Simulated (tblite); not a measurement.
Record of a relaxation.

Compound: C₈H₁₄BF.
Numbering: `[BH2:1][C@@:2]1([CH3:3])[C@@H:4]([CH:5]2[CH2:6][CH2:7]2)[CH2:8][C@@H:9]1[F:10]` (hydrogens: H11, H12 on B1; H13, H14, H15 on C3; H16 on C4; H17 on C5; H18, H19 on C6; H20, H21 on C7; H22, H23 on C8; H24 on C9)

Computed with GFN2-xTB (tblite), gas phase: L-BFGS steps from a force-field or distance-geometry start until the largest atomic force falls under 0.01 eV/Å. 5 of its 159 geometries are shown.

Step 0: E = -821.0928 eV, largest atomic force 1.673 eV/Å
```
atom  x, y, z in Å  |  force x, y, z in eV/Å
B1     -1.468    0.397    1.589    0.081   0.114  -0.279
C2     -1.043    0.537    0.032   -0.359   0.142   1.330
C3     -1.127    1.994   -0.419   -0.408   0.753  -0.192
C4      0.306   -0.113   -0.377    0.532  -1.078   1.163
C5      1.078   -0.866    0.750    0.647   1.168  -0.834
C6      2.108   -0.022    1.470    0.164  -0.469   0.092
C7      2.562   -1.070    0.467   -0.396   0.120   0.738
C8     -0.440   -1.081   -1.281    0.016  -0.702  -0.823
C9     -1.771   -0.462   -0.876   -0.318  -0.268  -0.386
F10    -2.415    0.137   -1.952   -0.206  -0.428   0.421
H11    -2.413   -0.254    1.903    0.408   0.263  -0.187
H12    -0.869    0.969    2.425   -0.071  -0.111  -0.226
H13    -0.460    2.637    0.191   -0.395  -0.451  -0.357
H14    -2.172    2.371   -0.307    0.777  -0.246  -0.069
H15    -0.851    2.112   -1.489   -0.150  -0.159   0.661
H16     0.952    0.565   -0.952    0.033  -0.207   0.523
H17     0.593   -1.656    1.351   -0.044   0.707  -0.710
H18     2.269   -0.315    2.534   -0.038   0.910  -0.957
H19     2.225    1.028    1.122   -0.162  -0.961   0.864
H20     2.957   -0.651   -0.474   -0.124  -0.843   0.690
H21     2.988   -1.978    0.943   -0.005   0.764  -0.952
H22    -0.207   -0.918   -2.357   -0.225  -0.497   0.678
H23    -0.370   -2.146   -0.968    0.162   0.655  -0.557
H24    -2.445   -1.194   -0.358    0.081   0.823  -0.628
```

Step 40: E = -821.6134 eV, largest atomic force 0.023 eV/Å
```
atom  x, y, z in Å  |  force x, y, z in eV/Å
B1     -1.420    0.409    1.588   -0.001  -0.003   0.005
C2     -1.064    0.503    0.056   -0.020   0.009   0.008
C3     -1.173    1.966   -0.395    0.000   0.007  -0.001
C4      0.306   -0.130   -0.363    0.002  -0.002  -0.004
C5      1.094   -0.800    0.728    0.003   0.003   0.000
C6      2.127   -0.021    1.486   -0.006   0.004   0.008
C7      2.553   -1.081    0.517    0.008  -0.001   0.005
C8     -0.435   -1.087   -1.316   -0.013   0.000  -0.007
C9     -1.777   -0.472   -0.914    0.001   0.001   0.000
F10    -2.435    0.133   -1.964    0.002  -0.015   0.005
H11    -2.347   -0.200    1.956    0.007   0.006  -0.002
H12    -0.752    0.983    2.354   -0.013  -0.009   0.007
H13    -0.483    2.585    0.173    0.001  -0.007   0.000
H14    -2.184    2.336   -0.236    0.010  -0.001  -0.011
H15    -0.941    2.056   -1.454   -0.012  -0.005   0.006
H16     0.948    0.581   -0.885    0.008   0.011  -0.014
H17     0.524   -1.535    1.286   -0.001   0.004   0.007
H18     2.245   -0.211    2.542   -0.003  -0.003   0.007
H19     2.282    1.011    1.212    0.010   0.001  -0.005
H20     2.999   -0.767   -0.414    0.002  -0.004  -0.009
H21     2.966   -1.999    0.906    0.001  -0.010   0.002
H22    -0.206   -0.946   -2.370    0.000  -0.001   0.003
H23    -0.333   -2.141   -1.065   -0.002   0.008  -0.013
H24    -2.504   -1.152   -0.461    0.016   0.006   0.002
```

Step 79: E = -821.6165 eV, largest atomic force 0.019 eV/Å
```
atom  x, y, z in Å  |  force x, y, z in eV/Å
B1     -1.435    0.432    1.594    0.007  -0.001  -0.001
C2     -1.068    0.505    0.064    0.003   0.006  -0.007
C3     -1.207    1.957   -0.413   -0.001  -0.002  -0.004
C4      0.318   -0.095   -0.351   -0.006   0.017   0.001
C5      1.083   -0.784    0.746   -0.004  -0.004  -0.007
C6      2.158   -0.038    1.477   -0.008  -0.004  -0.003
C7      2.524   -1.142    0.532    0.004   0.012   0.002
C8     -0.392   -1.030   -1.350    0.010  -0.001   0.005
C9     -1.753   -0.501   -0.894    0.005   0.001   0.004
F10    -2.495    0.063   -1.909    0.001  -0.002   0.001
H11    -2.371   -0.165    1.959   -0.002   0.005   0.002
H12    -0.771    1.008    2.363    0.002   0.004   0.005
H13    -0.499    2.591    0.116   -0.008  -0.002   0.006
H14    -2.213    2.326   -0.225   -0.003  -0.002  -0.012
H15    -1.014    2.024   -1.482   -0.007   0.007  -0.005
H16     0.966    0.635   -0.838    0.007   0.006   0.011
H17     0.481   -1.476    1.325    0.000  -0.002  -0.003
H18     2.274   -0.203    2.537    0.006  -0.009  -0.010
H19     2.361    0.978    1.172    0.008  -0.009   0.014
H20     2.974   -0.874   -0.412    0.011  -0.004   0.007
H21     2.895   -2.069    0.942   -0.010   0.006  -0.008
H22    -0.186   -0.801   -2.393   -0.011   0.000  -0.006
H23    -0.233   -2.091   -1.179   -0.006  -0.016   0.008
H24    -2.411   -1.231   -0.415    0.002  -0.006  -0.001
```

Step 118: E = -821.6222 eV, largest atomic force 0.020 eV/Å
```
atom  x, y, z in Å  |  force x, y, z in eV/Å
B1     -1.432    0.535    1.613   -0.004   0.013  -0.008
C2     -1.064    0.527    0.081   -0.001  -0.013   0.000
C3     -1.290    1.936   -0.486    0.004  -0.005  -0.001
C4      0.343   -0.020   -0.324    0.004  -0.008  -0.003
C5      1.070   -0.778    0.756   -0.002   0.006  -0.002
C6      2.193   -0.130    1.508   -0.008   0.004   0.006
C7      2.485   -1.217    0.519    0.001   0.001  -0.002
C8     -0.324   -0.925   -1.379    0.005  -0.005  -0.008
C9     -1.700   -0.553   -0.830    0.001  -0.007  -0.010
F10    -2.582   -0.091   -1.780   -0.017   0.000   0.010
H11    -2.416    0.029    1.991    0.012   0.013   0.002
H12    -0.721    1.078    2.364   -0.012   0.000  -0.001
H13    -0.660    2.656    0.030    0.001  -0.008   0.011
H14    -2.330    2.231   -0.366    0.006   0.000   0.008
H15    -1.054    1.956   -1.548   -0.003   0.004  -0.004
H16     1.006    0.738   -0.744    0.000   0.001   0.002
H17     0.430   -1.455    1.312    0.006  -0.001  -0.002
H18     2.306   -0.345    2.559   -0.013  -0.014   0.002
H19     2.462    0.881    1.245    0.001   0.000  -0.010
H20     2.949   -0.941   -0.416    0.005   0.001  -0.004
H21     2.796   -2.182    0.888    0.006   0.004   0.006
H22    -0.191   -0.575   -2.400    0.003   0.001   0.000
H23    -0.067   -1.981   -1.326    0.008   0.003   0.005
H24    -2.222   -1.355   -0.299   -0.002   0.009   0.003
```

Step 158: E = -821.6247 eV, largest atomic force 0.010 eV/Å
```
atom  x, y, z in Å  |  force x, y, z in eV/Å
B1     -1.415    0.581    1.613   -0.002   0.001   0.001
C2     -1.046    0.518    0.084   -0.006   0.003  -0.003
C3     -1.280    1.922   -0.495    0.002   0.004  -0.002
C4      0.351   -0.036   -0.343    0.002  -0.003  -0.001
C5      1.076   -0.813    0.724    0.003   0.003   0.001
C6      2.147   -0.152    1.537    0.003  -0.001   0.002
C7      2.515   -1.190    0.523   -0.002   0.002  -0.002
C8     -0.338   -0.922   -1.401   -0.003  -0.004   0.000
C9     -1.700   -0.568   -0.804   -0.004  -0.004  -0.004
F10    -2.627   -0.120   -1.717    0.000  -0.004  -0.002
H11    -2.444    0.174    1.987   -0.001   0.000   0.001
H12    -0.672    1.082    2.362    0.004   0.000   0.001
H13    -0.640    2.647    0.003    0.001  -0.004   0.000
H14    -2.317    2.220   -0.360    0.008  -0.002   0.004
H15    -1.063    1.931   -1.561    0.000   0.000   0.000
H16     1.019    0.720   -0.758    0.004   0.001   0.000
H17     0.446   -1.533    1.236    0.001   0.006  -0.003
H18     2.230   -0.401    2.584   -0.001   0.002   0.001
H19     2.387    0.878    1.317   -0.005  -0.001   0.005
H20     3.002   -0.865   -0.384   -0.004  -0.001  -0.002
H21     2.851   -2.155    0.872   -0.006   0.003  -0.007
H22    -0.234   -0.545   -2.417    0.002   0.002   0.007
H23    -0.072   -1.976   -1.382    0.002   0.001   0.004
H24    -2.187   -1.377   -0.252    0.001  -0.004   0.000
```

Question: Summarise the path.

Answer: The energy falls by 0.5319 eV from step 0 to step 158; nine tenths of that is first reached at step 5. It falls at every step. The largest force goes from 1.673 to 0.010 eV/Å. Among the bonds C4–C5 changes most, from 1.560 to 1.505 Å; the atoms move by 0.265 Å rms after alignment.

Question: Follow the three bonds and two angles with the largest change from start to end.

Answer: 
```json
{"step": "0", "E above end (eV)": "0.5319", "largest force (eV/Å)": "1.673", "C4–C5 (Å)": "1.560", "B1–C2 (Å)": "1.621", "C6–H18 (Å)": "1.115", "H20–C7–H21 (°)": "122.6", "H18–C6–H19 (°)": "122.1"}
{"step": "7", "E above end (eV)": "0.0310", "largest force (eV/Å)": "0.157", "C4–C5 (Å)": "1.501", "B1–C2 (Å)": "1.577", "C6–H18 (Å)": "1.081", "H20–C7–H21 (°)": "113.3", "H18–C6–H19 (°)": "113.9"}
{"step": "14", "E above end (eV)": "0.0181", "largest force (eV/Å)": "0.077", "C4–C5 (Å)": "1.504", "B1–C2 (Å)": "1.574", "C6–H18 (Å)": "1.079", "H20–C7–H21 (°)": "113.5", "H18–C6–H19 (°)": "113.3"}
{"step": "21", "E above end (eV)": "0.0148", "largest force (eV/Å)": "0.037", "C4–C5 (Å)": "1.503", "B1–C2 (Å)": "1.575", "C6–H18 (Å)": "1.079", "H20–C7–H21 (°)": "113.5", "H18–C6–H19 (°)": "113.7"}
{"step": "27", "E above end (eV)": "0.0134", "largest force (eV/Å)": "0.054", "C4–C5 (Å)": "1.504", "B1–C2 (Å)": "1.576", "C6–H18 (Å)": "1.079", "H20–C7–H21 (°)": "113.6", "H18–C6–H19 (°)": "113.7"}
{"step": "34", "E above end (eV)": "0.0118", "largest force (eV/Å)": "0.025", "C4–C5 (Å)": "1.504", "B1–C2 (Å)": "1.575", "C6–H18 (Å)": "1.079", "H20–C7–H21 (°)": "113.5", "H18–C6–H19 (°)": "113.7"}
{"step": "41", "E above end (eV)": "0.0112", "largest force (eV/Å)": "0.024", "C4–C5 (Å)": "1.503", "B1–C2 (Å)": "1.575", "C6–H18 (Å)": "1.079", "H20–C7–H21 (°)": "113.6", "H18–C6–H19 (°)": "113.6"}
{"step": "48", "E above end (eV)": "0.0107", "largest force (eV/Å)": "0.016", "C4–C5 (Å)": "1.504", "B1–C2 (Å)": "1.576", "C6–H18 (Å)": "1.079", "H20–C7–H21 (°)": "113.5", "H18–C6–H19 (°)": "113.6"}
{"step": "55", "E above end (eV)": "0.0103", "largest force (eV/Å)": "0.023", "C4–C5 (Å)": "1.504", "B1–C2 (Å)": "1.576", "C6–H18 (Å)": "1.079", "H20–C7–H21 (°)": "113.6", "H18–C6–H19 (°)": "113.6"}
{"step": "62", "E above end (eV)": "0.0099", "largest force (eV/Å)": "0.016", "C4–C5 (Å)": "1.504", "B1–C2 (Å)": "1.576", "C6–H18 (Å)": "1.079", "H20–C7–H21 (°)": "113.6", "H18–C6–H19 (°)": "113.6"}
{"step": "69", "E above end (eV)": "0.0090", "largest force (eV/Å)": "0.025", "C4–C5 (Å)": "1.504", "B1–C2 (Å)": "1.575", "C6–H18 (Å)": "1.079", "H20–C7–H21 (°)": "113.6", "H18–C6–H19 (°)": "113.6"}
{"step": "76", "E above end (eV)": "0.0084", "largest force (eV/Å)": "0.028", "C4–C5 (Å)": "1.504", "B1–C2 (Å)": "1.576", "C6–H18 (Å)": "1.079", "H20–C7–H21 (°)": "113.7", "H18–C6–H19 (°)": "113.7"}
{"step": "82", "E above end (eV)": "0.0079", "largest force (eV/Å)": "0.022", "C4–C5 (Å)": "1.505", "B1–C2 (Å)": "1.575", "C6–H18 (Å)": "1.079", "H20–C7–H21 (°)": "113.5", "H18–C6–H19 (°)": "113.5"}
{"step": "89", "E above end (eV)": "0.0066", "largest force (eV/Å)": "0.036", "C4–C5 (Å)": "1.505", "B1–C2 (Å)": "1.575", "C6–H18 (Å)": "1.079", "H20–C7–H21 (°)": "113.8", "H18–C6–H19 (°)": "113.7"}
{"step": "96", "E above end (eV)": "0.0047", "largest force (eV/Å)": "0.024", "C4–C5 (Å)": "1.506", "B1–C2 (Å)": "1.575", "C6–H18 (Å)": "1.079", "H20–C7–H21 (°)": "113.7", "H18–C6–H19 (°)": "113.5"}
{"step": "103", "E above end (eV)": "0.0040", "largest force (eV/Å)": "0.014", "C4–C5 (Å)": "1.505", "B1–C2 (Å)": "1.575", "C6–H18 (Å)": "1.079", "H20–C7–H21 (°)": "113.6", "H18–C6–H19 (°)": "113.7"}
{"step": "110", "E above end (eV)": "0.0035", "largest force (eV/Å)": "0.016", "C4–C5 (Å)": "1.505", "B1–C2 (Å)": "1.575", "C6–H18 (Å)": "1.079", "H20–C7–H21 (°)": "113.6", "H18–C6–H19 (°)": "113.6"}
{"step": "117", "E above end (eV)": "0.0026", "largest force (eV/Å)": "0.023", "C4–C5 (Å)": "1.506", "B1–C2 (Å)": "1.575", "C6–H18 (Å)": "1.079", "H20–C7–H21 (°)": "113.6", "H18–C6–H19 (°)": "113.4"}
{"step": "124", "E above end (eV)": "0.0021", "largest force (eV/Å)": "0.016", "C4–C5 (Å)": "1.506", "B1–C2 (Å)": "1.575", "C6–H18 (Å)": "1.079", "H20–C7–H21 (°)": "113.6", "H18–C6–H19 (°)": "113.7"}
{"step": "131", "E above end (eV)": "0.0013", "largest force (eV/Å)": "0.028", "C4–C5 (Å)": "1.505", "B1–C2 (Å)": "1.575", "C6–H18 (Å)": "1.079", "H20–C7–H21 (°)": "113.6", "H18–C6–H19 (°)": "113.6"}
{"step": "137", "E above end (eV)": "0.0007", "largest force (eV/Å)": "0.016", "C4–C5 (Å)": "1.505", "B1–C2 (Å)": "1.575", "C6–H18 (Å)": "1.079", "H20–C7–H21 (°)": "113.6", "H18–C6–H19 (°)": "113.7"}
{"step": "144", "E above end (eV)": "0.0004", "largest force (eV/Å)": "0.011", "C4–C5 (Å)": "1.505", "B1–C2 (Å)": "1.575", "C6–H18 (Å)": "1.079", "H20–C7–H21 (°)": "113.6", "H18–C6–H19 (°)": "113.6"}
{"step": "151", "E above end (eV)": "0.0002", "largest force (eV/Å)": "0.013", "C4–C5 (Å)": "1.505", "B1–C2 (Å)": "1.574", "C6–H18 (Å)": "1.079", "H20–C7–H21 (°)": "113.5", "H18–C6–H19 (°)": "113.6"}
{"step": "158", "E above end (eV)": "0.0000", "largest force (eV/Å)": "0.010", "C4–C5 (Å)": "1.505", "B1–C2 (Å)": "1.574", "C6–H18 (Å)": "1.079", "H20–C7–H21 (°)": "113.6", "H18–C6–H19 (°)": "113.7"}
```

What follows is the cost of the whole relaxation. Time: 2.2 s of wall time. Hardware: one thread of an Arm Neoverse N1 (shared host).
